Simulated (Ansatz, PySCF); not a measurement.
Pair of molecules: aminoborane (SMILES BN) (first 6 atoms) with HF (SMILES F); geometry from B3LYP-D3(BJ)/def2-TZVP, rigid monomers moved along the line of their centres of mass till N2···H8 is 1.74 Å.
(charge 0, multiplicity 1):
```xyz
8

B      0.9064    -0.1258     0.0613
N     -0.1434     0.5794     0.6653
H      0.6626    -0.8237    -0.8706
H      1.9991    -0.0255     0.5206
H      0.0124     1.2765     1.3784
H     -1.0649     0.6332     0.2571
F     -0.9023    -1.2572     2.4480
H     -0.5627    -0.6794     1.7902
```

Interaction energies are E(AB) − E(A) − E(B) at the monomers' geometry in the complex; basis-set methods are counterpoise corrected.

Frozen-core correlation. CBS(a, b) extrapolates the correlation energy as X⁻³ and adds the Hartree–Fock energy of set b.

Run with Ansatz (a program for electronic structure); PySCF for the dispersion terms. Each number belongs to the level named beside it.

PBE/def2-TZVPPD gives -20.2 kJ/mol for the interaction energy.

Question: How do the other levels lie against it? Give each less PBE: PBE-D3(BJ)/def2-TZVPPD, r2SCAN/def2-TZVPPD, B3LYP/def2-TZVPPD, wB97M-V/def2-TZVPPD, MP2/CBS(aug-cc-pVDZ, aug-cc-pVTZ), MP2/CBS(aug-cc-pVDZ, aug-cc-pVTZ) + ΔCCSD(T)/aug-cc-pVDZ.

Answer: PBE-D3(BJ)/def2-TZVPPD -3.1; r2SCAN/def2-TZVPPD -2.8; B3LYP/def2-TZVPPD 3.3; wB97M-V/def2-TZVPPD 0.7; MP2/CBS(aug-cc-pVDZ, aug-cc-pVTZ) 0.9; MP2/CBS(aug-cc-pVDZ, aug-cc-pVTZ) + ΔCCSD(T)/aug-cc-pVDZ 2.2 kJ/mol. 4 of 6 lie above PBE; the widest gap is to B3LYP/def2-TZVPPD.
